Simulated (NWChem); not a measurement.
Isomers of C2H8OSi, each optimised at PBE0/def2-SVP with NWChem, gas phase unless a solvent is named. Flexible species stand in one conformer each, which need not be the lowest.  Relative energies count from the lowest isomer at each level and are electronic, without zero-point energy, on those geometries.

A: C[SiH](C)O
B: CC[SiH2]O
C: C[SiH2]CO
D: C[SiH2]OC

```tsv
quantity	A	B	C	D
relative energy, PW6B95/def2-TZVP (kcal/mol)	0.0	14.0	49.1	21.8
dipole (D), PBE0/def2-SVP	___	1.65	1.61	0.32
SMD solvation free energy in toluene, PBE0/def2-SVP (kcal/mol)	___	-3.3	-2.6	-1.6
```

Q: What belongs in the gaps?

A: 
- dipole (D), PBE0/def2-SVP, A: 1.98
- SMD solvation free energy in toluene, PBE0/def2-SVP (kcal/mol), A: -2.9
